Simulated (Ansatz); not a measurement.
Consider the ligand exchange at the Si–O bond: `CBO[SiH2]F` + `N[SiH2][SiH3]` → `F[SiH2]N[SiH2][SiH3]` + `CBO`.

Gas-phase electronic energies from Ansatz, PBE0-D4/def2-TZVP geometries. CCSD(T)/CBS adds triple-zeta CCSD(T) − MP2 to the extrapolated MP2 energy (def2 sets, frozen cores). This one scheme is used for every species. DFT in def2-TZVPP. B3LYP here is the variant with VWN-RPA as its local correlation; programs differ in this. One conformer a species, not always the lowest.

Q: Is it downhill or uphill in electronic energy at CCSD(T)/CBS, and by how much? (Best estimate.)

A: Ansatz gave: Uphill: ΔE = +22.7 kJ/mol.

Q: What do these levels give: B3LYP-D4, ωB97M-V, SCS-MP2/def2-TZVPP, CCSD(T)/def2-TZVPP, HF/CBS(def2), MP2/CBS(def2)? (Estimate.)

A: Ansatz gave: B3LYP-D4 22.6, ωB97M-V 21.6, SCS-MP2/def2-TZVPP 24.4, CCSD(T)/def2-TZVPP 21.9, HF/CBS(def2) 38.2, MP2/CBS(def2) 22.6 kJ/mol.

Largest T1 diagnostic among the species: 0.012.

The D4 term adds −4.0 kJ/mol with B3LYP and −2.3 kJ/mol with PBE0; it sums over pairs of atoms, weighted by their polarisabilities, and B3LYP, whose exchange is more repulsive, gets the larger term. In def2-TZVPP, CCSD(T) changes the Hartree–Fock value by −15.1 kJ/mol (the triples alone add −2.3 kJ/mol) and MP2 by −15.2 kJ/mol.
